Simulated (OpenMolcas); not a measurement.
A run on Tc4+ among 6 point charges of -1.7 e arranged as a tetragonal octahedron (D4h), 1.78 Å from the ion, with the axial distance 1.709 Å.

- Program: OpenMolcas
- Method: SS-CASPT2, IPEA 0.25 Eh, imaginary shift 0.1 Eh (closed shells correlated: 4s 4p)
- Basis: ANO-RCC-VDZP [6s5p3d1f]
- Scalar Hamiltonian: DKH2, point nucleus
- Active space: 3 electrons in 5 orbitals (4d)
- State averaging: 2S+1 = 4 even, 10 roots; 2S+1 = 2 even, 40 roots
- Spin-orbit coupling: state interaction with AMFI integrals over the reference wave functions

First CASPT2 step and the start of its output:

```
&CASPT2
Multistate=10 1 2 3 4 5 6 7 8 9 10
NoMult
Frozen=8 6
IPEA=0.25
Imaginary=0.1
MaxIter=60
WThr=0.0 0.3 0.05
PrWF=0.5
NoMix
```

```
--- CASPT2 ---
Orbital specifications:
      -----------------------

      Symmetry species                           1   2
                                                ag  au
      Frozen orbitals                            8   6
      Inactive orbitals                          1   3
      Active orbitals                            5   0
      Secondary orbitals                         7  13
      Deleted orbitals                           0   0
      Number of basis functions                 21  22
Type of calculation                        SS-CASPT2
      Fock operator                              state-specific
      IPEA shift                                 0.25
      Real shift                                 0.00
      Imaginary shift                            0.10
      The input orbitals will be transformed to quasi-canonical
Reference energy:       -4291.5509633396
      E2 (Non-variational):      -0.1910290223
      Shift correction:          -0.0001018091
      E2 (Variational):          -0.1911308315
      Total energy:           -4291.7420941711
      Residual norm:              0.0000000404
      Reference weight:           0.95978
      Contributions to the CASPT2 correlation energy
      Active & Virtual Only:         -0.0137932495
      One Inactive Excited:          -0.0867622719
      Two Inactive Excited:          -0.0904735009
Reference energy:       -4291.4881918091
      E2 (Non-variational):      -0.1896458357
      Shift correction:          -0.0000963599
      E2 (Variational):          -0.1897421956
      Total energy:           -4291.6779340048
      Residual norm:              0.0000000644
      Reference weight:           0.96040
      Contributions to the CASPT2 correlation energy
      Active & Virtual Only:         -0.0130319577
...
```

Over all roots the printed reference weights run from 0.03 to 0.96, and roots that are degenerate in the reference spread by up to 91 cm-1.

Question: Did the run give usable levels, and if not, why?

Answer: No. The equations converged, but the reference weight falls to 0.03 for at least one root against 0.96 for the best. A drop of that size marks an intruder state, so the energies of such roots and the levels built on them can't be trusted.
